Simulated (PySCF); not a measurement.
C2H2BF3O.
Numbering: `[F:1][B:2]([F:3])[C@@H:4]1[O:5][C@H:6]1[F:7]` (hydrogens: H8 on C4; H9 on C6)

Cartesian coordinates in Å at the PBE0-D3(BJ)/def2-SVP level; atoms count from 1:
```xyz
9
C2H2BF3O angstrom
F      1.4592    1.5332    0.4997
B      1.4057    0.3455   -0.0627
F      2.5302   -0.3175   -0.2270
C      0.0400   -0.2793   -0.4790
O     -1.0416    0.6510   -0.7378
C     -1.1463   -0.1100    0.3789
F     -2.0858   -1.0657    0.3592
H      0.0177   -1.1710   -1.1180
H     -1.1208    0.3986    1.3522
```

Method used: PBE0-D3(BJ)/def2-SVP geometry optimisation, gas phase in PySCF.

Take the most abundant isotopes and a rigid rotor. The values belong to one conformer with, in the numbering `[F:1][B:2]([F:3])[C@@H:4]1[O:5][C@H:6]1[F:7]`, F1–B2–C4–O5 25°.

(1) Give the principal moments of inertia and the rotational constants in MHz.

(2) What kind of rotor is it?

(3) Is it planar, by Δ = Ic − Ia − Ib?

(4) Where do the levels up to J = 2 lie, in MHz?

(5) Predict some low-J microwave lines.

(6) Estimate the classical rotational partition function at 10 K, 25 K and 100 K.

Answers

(1) Ia = 85.36, Ib = 337.39, Ic = 375.57 u·Å²; 505379 MHz·u·Å²/I gives A = 5921, B = 1498, C = 1346 MHz.

(2) A near-prolate asymmetric top; Ray's κ = -0.933.

(3) Not planar: Δ = Ic − Ia − Ib = -47.18 u·Å². For a rigid frame Δ = −2 Σ m c², so Σ m c² = 23.59 u·Å² lies off the ab plane: 2.42 from hydrogen and 21.17 from heavier atoms. The atom farthest from that plane is 1.24 Å away.

(4) Above 0(0,0):
J = 1: 1(0,1) 2844, 1(1,1) 7266, 1(1,0) 7418
J = 2: 2(0,2) 8527, 2(1,2) 12801, 2(1,1) 13258, 2(2,1) 26526, 2(2,0) 26529
Those of J = 1 are B + C, A + C and A + B.

(5) The dipole components are |μa| = 0.26 D, |μb| = 0.64 D, |μc| = 0.82 D. Intensities carry the squares of the components, which stand as 0.10 : 0.61 : 1.00 (a : b : c). Some lines, for components of 0.1 D or more:

```json
{"type": "a", "branch": "Q", "J(Ka,Kc)": "2(1,1) ← 2(1,2)", "MHz": "457", "lower level (cm⁻¹)": "0.427"}
{"type": "a", "branch": "R", "J(Ka,Kc)": "1(0,1) ← 0(0,0)", "MHz": "2844", "lower level (cm⁻¹)": "0.000"}
{"type": "c", "branch": "Q", "J(Ka,Kc)": "3(1,3) ← 3(0,3)", "MHz": "4059", "lower level (cm⁻¹)": "0.568"}
{"type": "c", "branch": "Q", "J(Ka,Kc)": "2(1,2) ← 2(0,2)", "MHz": "4274", "lower level (cm⁻¹)": "0.284"}
{"type": "a", "branch": "R", "J(Ka,Kc)": "2(1,1) ← 1(1,0)", "MHz": "5839", "lower level (cm⁻¹)": "0.247"}
{"type": "a", "branch": "R", "J(Ka,Kc)": "3(1,3) ← 2(1,2)", "MHz": "8300", "lower level (cm⁻¹)": "0.427"}
{"type": "a", "branch": "R", "J(Ka,Kc)": "3(2,2) ← 2(2,1)", "MHz": "8531", "lower level (cm⁻¹)": "0.885"}
{"type": "a", "branch": "R", "J(Ka,Kc)": "3(2,1) ← 2(2,0)", "MHz": "8546", "lower level (cm⁻¹)": "0.885"}
{"type": "b", "branch": "R", "J(Ka,Kc)": "3(1,3) ← 2(0,2)", "MHz": "12574", "lower level (cm⁻¹)": "0.284"}
{"type": "c", "branch": "Q", "J(Ka,Kc)": "3(2,2) ← 3(1,2)", "MHz": "13042", "lower level (cm⁻¹)": "0.734"}
{"type": "b", "branch": "Q", "J(Ka,Kc)": "2(2,0) ← 2(1,1)", "MHz": "13272", "lower level (cm⁻¹)": "0.442"}
{"type": "b", "branch": "Q", "J(Ka,Kc)": "2(2,1) ← 2(1,2)", "MHz": "13725", "lower level (cm⁻¹)": "0.427"}
{"type": "b", "branch": "R", "J(Ka,Kc)": "2(2,1) ← 1(1,0)", "MHz": "19107", "lower level (cm⁻¹)": "0.247"}
{"type": "c", "branch": "R", "J(Ka,Kc)": "2(2,0) ← 1(1,0)", "MHz": "19111", "lower level (cm⁻¹)": "0.247"}
{"type": "c", "branch": "R", "J(Ka,Kc)": "2(2,1) ← 1(1,1)", "MHz": "19259", "lower level (cm⁻¹)": "0.242"}
{"type": "c", "branch": "R", "J(Ka,Kc)": "3(2,2) ← 2(1,2)", "MHz": "22255", "lower level (cm⁻¹)": "0.427"}
{"type": "b", "branch": "R", "J(Ka,Kc)": "3(2,1) ← 2(1,2)", "MHz": "22275", "lower level (cm⁻¹)": "0.427"}
{"type": "c", "branch": "Q", "J(Ka,Kc)": "3(3,1) ← 3(2,1)", "MHz": "22477", "lower level (cm⁻¹)": "1.170"}
{"type": "b", "branch": "R", "J(Ka,Kc)": "3(3,1) ← 2(2,0)", "MHz": "31023", "lower level (cm⁻¹)": "0.885"}
```

(6) Point group C1, symmetry number σ = 1; q = (√π/σ)·√((kT/h)³/(ABC)), k/h = 20836.6 MHz/K: 1540 at 10 K, 6100 at 25 K, 48800 at 100 K.

No PBE0-D3(BJ)/def2-SVP frequencies stand behind this structure, so it isn't proved a minimum. No vibrational averaging or centrifugal distortion is included, and the geometry carries the error of its method. Quadrupole hyperfine structure (11B) is left out.

The run took 46 s wall on one thread of an Arm Neoverse V1, shared host, and the process peaked at 0.44 GiB of memory. These figures are those of the optimisation.
